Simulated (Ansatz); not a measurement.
formaldehyde (CH₂O), singlet, at a GFN2-xTB geometry. Base run: HF/6-311G** (Ansatz, an electronic-structure program).

Input for Ansatz:
Ansatz 0.2 input:
```yaml
crystal:
  periodic: [false, false, false]
  atoms:
    - {symbol: O, position_ang: [-0.03219574, 0.01611315, 0.66978750]}
    - {symbol: C, position_ang: [0.02502329, -0.01252352, -0.52057460]}
    - {symbol: H, position_ang: [0.02949294, 0.89965871, -1.14088032]}
    - {symbol: H, position_ang: [0.07793327, -0.95342279, -1.09397208]}
basis:
  gaussian:
    orbitals: 6-311G__.json
hamiltonian:
  xc: hf
```
The basis file holds 6-311G** in the JSON format of the Basis Set Exchange.

Each row names what was changed in the base input (with any setting that the change needs).

```json
[
 {"change": "base", "basis functions": "48", "E (Eh)": "-113.89860"},
 {"change": "basis = STO-3G", "basis functions": "12", "E (Eh)": "-112.35305"},
 {"change": "basis = 6-31G", "basis functions": "22", "E (Eh)": "-113.80723"},
 {"change": "basis = 6-31G*", "basis functions": "34", "E (Eh)": "-113.86596"},
 {"change": "basis = 6-31G**", "basis functions": "40", "E (Eh)": "-113.86942"},
 {"change": "basis = 6-311++G**", "basis functions": "58", "E (Eh)": "-113.90234"},
 {"change": "basis = aug-pcseg-1", "basis functions": "64", "E (Eh)": "-113.84780"},
 {"change": "basis = 6-311+G(2d,p)", "basis functions": "66", "E (Eh)": "-113.90599"},
 {"change": "basis = cc-pVTZ", "basis functions": "88", "E (Eh)": "-113.91258"},
 {"change": "basis = pc-2", "basis functions": "88", "E (Eh)": "-113.91496"},
 {"change": "basis = pcseg-2", "basis functions": "88", "E (Eh)": "-113.91183"},
 {"change": "basis = def2-TZVPD", "basis functions": "95", "E (Eh)": "-113.91789"},
 {"change": "basis = def2-QZVPP", "basis functions": "174", "E (Eh)": "-113.92342"}
]
```

Totals compare only among sets that treat the same electrons; sets with core potentials leave the core out.
